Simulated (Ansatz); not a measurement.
One change: `C[NH][In]([Cl])[Cl]` becomes `[Cl][In]([Cl])[SeH]`.

Ansatz, PBE0-D4/def2-TZVP geometries, multiplicity 1. Each molecule was computed in one conformer, which needn't be the lowest.

Elements past krypton have def2 core potentials. Scalar relativity is left out up to krypton.

```json
{"property": "HOMO energy (ωB97M-V/def2-TZVPP) / eV", "`C[NH][In]([Cl])[Cl]`": "-9.49"}
{"property": "HOMO energy (B3LYP/def2-TZVPP) / eV", "`C[NH][In]([Cl])[Cl]`": "-6.97"}
{"property": "LUMO energy (ωB97M-V/def2-TZVPP) / eV", "`C[NH][In]([Cl])[Cl]`": "-0.07"}
{"property": "HOMO–LUMO gap (ωB97M-V/def2-TZVPP) / eV", "`C[NH][In]([Cl])[Cl]`": "9.42"}
{"property": "HOMO energy (PBE/def2-TZVPP) / eV", "`C[NH][In]([Cl])[Cl]`": "-5.88"}
{"property": "size of the dipole moment (PBE/def2-TZVPP) / D", "`C[NH][In]([Cl])[Cl]`": "3.12"}
```

**Question.** Give the same properties after the change, and the shifts. (Best estimate.)

**Answer.** Computed: 
```json
{"property": "HOMO energy (ωB97M-V/def2-TZVPP) / eV", "`[Cl][In]([Cl])[SeH]`": "-10.06", "shift": "-0.57"}
{"property": "HOMO energy (B3LYP/def2-TZVPP) / eV", "`[Cl][In]([Cl])[SeH]`": "-7.68", "shift": "-0.71"}
{"property": "LUMO energy (ωB97M-V/def2-TZVPP) / eV", "`[Cl][In]([Cl])[SeH]`": "-0.61", "shift": "-0.54"}
{"property": "HOMO–LUMO gap (ωB97M-V/def2-TZVPP) / eV", "`[Cl][In]([Cl])[SeH]`": "9.45", "shift": "0.03"}
{"property": "HOMO energy (PBE/def2-TZVPP) / eV", "`[Cl][In]([Cl])[SeH]`": "-6.77", "shift": "-0.89"}
{"property": "size of the dipole moment (PBE/def2-TZVPP) / D", "`[Cl][In]([Cl])[SeH]`": "2.04", "shift": "-1.08"}
```

With PBE0 the HOMO falls by 0.74 eV and the LUMO falls by 0.52 eV, so the gap widens by about 0.22 eV. PBE moves the HOMO by -0.89 eV and ωB97M-V by -0.57 eV. The zero-point energy changes by -119.3 kJ/mol with -12 modes. Dipoles are sizes alone; their direction can turn.

B3LYP here is the variant with VWN-RPA as its local correlation; programs differ in this.

Spin–orbit coupling is left out; it splits and shifts lone-pair levels of the heavy atoms by tenths of an eV.
